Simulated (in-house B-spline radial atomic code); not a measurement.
What moves the levels of neutral barium ([Xe] 6s2)? Method: Dirac-Hartree-Fock, average of configuration, Fermi nucleus of rms radius 4.8378 fm. Calculated with an all-electron radial atomic-structure program (B-spline basis).

Baseline run (computed): total energy -8135.6501 hartree, 1s1/2 at -1383.837 hartree, 6s1/2 at -4.4402 eV with <r> = 5.083 bohr.

Scaling the speed of light c (a factor of 100 is close to the non-relativistic limit):

```
c/c0  ΔE (hartree)  6s1/2 level (eV)  6s1/2 <r> (bohr)
 0.9       -65.852          -4.48324             5.038
0.98       -11.369          -4.44757             5.075
1.02        10.628          -4.43342             5.091
 1.5        145.33          -4.34967             5.184
 100         252.2          -4.28639             5.257
```

Changing the nucleus:

```tsv
nucleus	ΔE (eV)
Gaussian nucleus of rms radius 4.8378 fm	-0.038
uniform spherical nucleus of rms radius 4.8378 fm	0.0125
Gaussian nucleus of rms radius 0.01 fm	-9.1
Fermi nucleus of rms radius 4.741 fm	-0.328
Fermi nucleus of rms radius 4.9346 fm	0.334
```

A larger nucleus binds the electrons less, roughly as the density at the nucleus times the change of the nuclear <r²>. At equal rms radius the shape enters only through higher moments. A radius of 0.01 fm is nearly a point.

The nuclear charge is raised by 0.1. What does the Hellmann-Feynman theorem predict for the energy, and what is found?

dE/dZ ≈ -Σ<1/r>, which is -353.346 at the start and -354.237 at the end; their mean times 0.1 is -35.379 hartree, and the two runs differ by -35.379 hartree.
